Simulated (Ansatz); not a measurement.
Isolated molecules relaxed with PBE0-D4/def2-TZVP in Ansatz; ΔE leaves out vibrations. CCSD(T)/CBS is the MP2 limit (def2-TZVPP, def2-QZVPP) plus CCSD(T) − MP2 in def2-TZVPP, frozen cores. This one scheme is used for every species. DFT in def2-TZVPP. B3LYP here is the variant with VWN-RPA as its local correlation; programs differ in this. HSE06 is defined as in plane-wave codes. One conformer a species, not always the lowest.

`C=C[SiH2]NC` → `C=CNC` + `[SiH2]`  (silylene formation by 1,1-elimination)

`C=C[SiH2]NC`:

Z-matrix (Å, degrees):
```
Si
C 1 1.860
N 1 1.717 2 108.9
H 1 1.497 2 107.2 3 125.6
H 1 1.490 2 112.6 3 -117.6
C 2 1.330 1 123.3 3 16.9
H 2 1.090 1 118.5 3 -162.2
C 3 1.447 1 123.8 2 -158.3
H 3 1.009 1 117.1 2 50.7
H 6 1.087 2 121.3 1 1.0
H 6 1.087 2 122.3 1 -179.2
H 8 1.094 3 110.9 1 152.3
H 8 1.093 3 109.4 1 34.3
H 8 1.098 3 113.8 1 -85.8
```

`C=CNC`:

Cartesian coordinates in Å:
```
C 1.895 0.581 0.227
C 0.815 -0.136 -0.087
N -0.423 -0.071 0.510
C -1.595 -0.401 -0.261
H 1.873 1.354 0.987
H 2.839 0.384 -0.262
H 0.877 -0.898 -0.861
H -0.540 0.713 1.133
H -1.839 0.340 -1.036
H -1.445 -1.365 -0.753
H -2.456 -0.502 0.402
```

`[SiH2]`:

Cartesian coordinates in Å:
```
Si 0.682 0.049 -0.197
H -0.212 -1.090 0.283
H -0.470 1.042 -0.086
```

```
             level  ΔE (kJ/mol)  difference from CCSD(T)/CBS
            B97M-V        302.9                        -14.1
          B3LYP-D4        302.8                        -14.2
        r2SCANh-D4        325.0                          8.0
        r2SCAN0-D4        328.0                         11.0
          HSE06-D4        312.4                         -4.6
          BHLYP-D4        318.3                          1.3
           ωB97M-V        307.7                         -9.3
              BLYP        269.8                        -47.2
              PBE0        304.4                        -12.6
             B3LYP        287.3                        -29.7
             HSE06        304.4                        -12.6
    MP2/def2-TZVPP        329.8                         12.8
CCSD(T)/def2-TZVPP        308.6                         -8.4
    MP2/def2-QZVPP        335.1                         18.1
      HF/CBS(def2)        298.9                        -18.1
    CCSD/CBS(def2)        313.8                         -3.2
       CCSD(T)/CBS        317.0                            0
```

Largest T1 diagnostic among the species: 0.014.

From BLYP to BHLYP (50 % exact exchange), in def2-TZVPP and without D4, ΔE moves by +35.3 kJ/mol. In def2-TZVPP, CCSD(T) changes the Hartree–Fock value by +11.2 kJ/mol (the triples alone add +3.2 kJ/mol) and MP2 by +32.5 kJ/mol.

CCSD(T)/CBS has its own doubt, a few kJ/mol and more with outer-core shells, so smaller differences from it don't rank the levels.
